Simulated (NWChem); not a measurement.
# LaCl2 cation; SMILES [La+]([Cl])[Cl]

```xyz
3

La     0.0000     0.0000     0.5492
Cl     2.0296     0.0000    -0.9207
Cl    -2.0296     0.0000    -0.9207
```
Atoms are numbered in this order, from 1.

The geometry was optimised at PBE0/def2-SVP. The spin multiplicity was typed, not searched, and may not be the lowest. def2 effective core potentials on La; no spin-orbit coupling.

Symmetry labels are those of C2v in the frame above (b1 and b2, or b-type labels, depend on it).

Task: List the 4 lowest vertical singlet excitations and the 4 lowest triplet ones from Hartree-Fock/def2-SVP with def2 effective core potentials on La, TDHF (NWChem).

Result: 
```json
[
 {"state": "S1", "energy (eV)": "6.45", "oscillator strength": "0.006", "symmetry": "b1", "leading excitation (squared amplitude)": "HOMO → LUMO (0.74)"},
 {"state": "S2", "energy (eV)": "6.70", "oscillator strength": "0.002", "symmetry": "a1", "leading excitation (squared amplitude)": "HOMO−2 → LUMO (0.63)"},
 {"state": "S3", "energy (eV)": "6.70", "oscillator strength": "0.042", "symmetry": "b2", "leading excitation (squared amplitude)": "HOMO−1 → LUMO (0.74)"},
 {"state": "S4", "energy (eV)": "6.76", "oscillator strength": "0.000", "symmetry": "a2", "leading excitation (squared amplitude)": "HOMO → LUMO+1 (0.68)"},
 {"state": "T1", "energy (eV)": "6.24", "oscillator strength": "spin-forbidden", "symmetry": "a1", "leading excitation (squared amplitude)": "HOMO−3 → LUMO+3 (0.42)"},
 {"state": "T2", "energy (eV)": "6.27", "oscillator strength": "spin-forbidden", "symmetry": "b1", "leading excitation (squared amplitude)": "HOMO−1 → LUMO+3 (0.44)"},
 {"state": "T3", "energy (eV)": "6.39", "oscillator strength": "spin-forbidden", "symmetry": "b1", "leading excitation (squared amplitude)": "HOMO → LUMO (0.68)"},
 {"state": "T4", "energy (eV)": "6.41", "oscillator strength": "spin-forbidden", "symmetry": "b2", "leading excitation (squared amplitude)": "HOMO−4 → LUMO+3 (0.30)"}
]
```
